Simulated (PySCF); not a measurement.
Spin states and ions at one geometry of Ir2N2

PySCF 2.14.0, UKS PBE0, Ir def2-SVP with ECP60, N def2-SVP; non-relativistic Hamiltonian with scalar-relativistic core potentials where named; density fitting; no spin-orbit coupling; singlets restricted, open shells unrestricted. The geometry is relaxed for charge 0, triplet, vacuum:

```xyz
4

Ir   -0.1047    0.0000    1.4072
Ir   -0.1047    0.0000   -1.4072
N     1.0245    0.0000    0.0000
N    -1.2788    0.0000    0.0000
```

Energies count from the relaxed state; an electron taken off or put on is at rest in vacuum. Charges and spins are Mulliken's.

Order these states by energy, lowest first.
A. charge 0, triplet, vacuum
B. charge 0, septet, vacuum
C. charge -1, quartet, vacuum
D. charge -1, doublet, vacuum
E. charge 0, quintet, vacuum
F. charge 0, singlet, vacuum
G. charge +1, doublet, vacuum
H. charge +1, quartet, vacuum

D (-1.65 eV), C (-1.22 eV), A (0.00 eV), F (0.13 eV), E (1.02 eV), B (3.58 eV), G (7.46 eV), H (8.18 eV).

How do charge and spin on the first atom follow?


```csv
state,spin squared,charge on Ir1 (e),spin on Ir1 (e),dipole about the centre of mass (D)
"charge 0, triplet, vacuum",2.03,0.33,0.50,0.10
"charge 0, singlet, vacuum",0.00,0.29,0.00,0.16
"charge 0, quintet, vacuum",6.03,0.36,1.19,0.12
"charge 0, septet, vacuum",12.02,0.46,2.06,0.11
"charge +1, doublet, vacuum",0.76,0.74,0.26,0.08
"charge +1, quartet, vacuum",3.78,0.78,0.91,0.10
"charge -1, doublet, vacuum",0.78,-0.17,0.29,0.18
"charge -1, quartet, vacuum",3.78,-0.12,0.80,0.15
```

With an electron taken off (doublet, the lower of the two states computed) the charges change, summed by element, by Ir +0.83 e, N +0.17 e. The vertical ionisation energy is 7.46 eV, against −ε(HOMO) = 5.54 eV over both spins of the relaxed state. The level lies 1.9 eV too high, as is usual for semilocal functionals and global hybrids, which keep a self-interaction error.

With an electron put on (doublet, the lower of the two states computed) the charges change, summed by element, by Ir -0.99 e, N -0.01 e. The vertical electron affinity is 1.65 eV, against −ε(LUMO) = 3.34 eV over both spins of the relaxed state. The basis has no diffuse functions, which an added electron needs.

Open shells may have lower solutions than those found.

No frequency check is given that shows the relaxed geometry to be a minimum.
